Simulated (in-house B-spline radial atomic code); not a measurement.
Values are calculated unless marked as measured or tabulated.
# Making a Troullier-Martins p channel for Se, r_c = 2.54 bohr

Se, [Ar] 3d10 4s2 4p4, non-relativistic PBE, spherical and spin-unpolarised, from a B-spline radial code for spherical atoms (atomic units). The all-electron 4p level is ε = -0.240624 hartree, its outermost node lies just inside 0.76 bohr and its outer maximum at 1.81 bohr.

Inside r_c the pseudo-orbital is u(r) = r^2 exp(p(r)), with p = c0 + c2 r² + c4 r⁴ + … + c12 r¹². The seven coefficients follow from p and its first four derivatives at r_c, from zero curvature of the screened potential at the origin, c4 = −c2²/(2l + 5), and from the norm inside r_c. At r_c the all-electron orbital has P = 0.5971422, P' = -0.2418695, the screened potential V = -0.4644429, V' = 0.4572151, V'' = -0.5925584, and the norm inside is Q = 0.6632221.

What are p, p' and p'' at r_c?

p = ln(P/r_c^2) = ln(0.5971422/6.4516) = -2.37993. p' = P'/P − 2/r_c = -0.40505 − 0.78740 = -1.19245. The radial equation gives p'' = 2(V − ε) − 2(2) p'/r_c − p'² = -0.44764 − (-1.87787) − 1.42193 = 0.00830. Differentiating, p''' = 2V' + 2(2)p'/r_c² − 2(2)p''/r_c − 2p'p'' = 0.18184, and p'''' = 2V'' − 4(2)p'/r_c³ + 4(2)p''/r_c² − 2(2)p'''/r_c − 2p''² − 2p'p''' = -0.44552.

For a trial c2 the five matching conditions are linear in c0, c6, c8, c10 and c12, and c2 is varied until the norm inside r_c equals Q. The root nearest zero gives:

| n | c_n |
| --- | --- |
| 0 | -0.6189714 |
| 2 | -0.2529818 |
| 4 | -0.009142824 |
| 6 | -0.002084363 |
| 8 | 0.001054466 |
| 10 | -0.00012015 |
| 12 | 4.542478e-06 |

Check c4 and p(r_c), and find the screened pseudopotential at the origin.

−c2²/7 = -0.00914282, as listed. The terms c_n r_c^n are -0.61897, -1.63214, -0.38055, -0.55973, 1.82685, -1.34295, 0.32756, which sum to -2.37993. Inverting the radial equation, V_l(r) = ε + 2 p'/r + (p'' + p'²)/2, so V_l(0) = ε + (2l + 3) c2 = -0.240624 + 5 × (-0.252982) = -1.5055 hartree, finite where the all-electron potential diverges.

Orbitals and screened potentials:

```tsv
r (bohr)	P	u	V all-electron	V pseudo
0.254	-0.1066	0.03418	-60.12	-1.506
0.635	-0.1492	0.1958	-10.61	-1.508
1.016	0.3469	0.4234	-3.792	-1.499
1.397	0.6292	0.6174	-1.861	-1.4
1.778	0.7106	0.7025	-1.095	-1.121
2.159	0.6785	0.678	-0.6926	-0.7309
2.54	0.5971	0.5971	-0.4644	-0.4644
```

Logarithmic derivatives P'/P at R = 2.84 bohr, for energies E around ε:

```csv
E − ε (hartree),all-electron,pseudo
-0.5,0.80673,0.80333
-0.25,0.378349,0.376135
-0.1,-0.0381973,-0.0389491
0,-0.4792,-0.479204
0.1,-1.24471,-1.24796
0.25,-5.56954,-5.76751
0.5,3.97607,3.73951
```

With P(R) = 0.5225729 and a norm of 0.7574631 inside R, what slope in energy does norm conservation fix?

d(P'/P)/dE = −2 × (norm inside R)/P(R)² = -5.5475 per hartree·bohr at E = ε, for both atoms, since orbital and norm agree at R. Differences over ±0.1 hartree give -6.0326 (all-electron) and -6.0451 (pseudo), which also hold third-order terms. Half a hartree below ε the two curves differ by -0.0034.
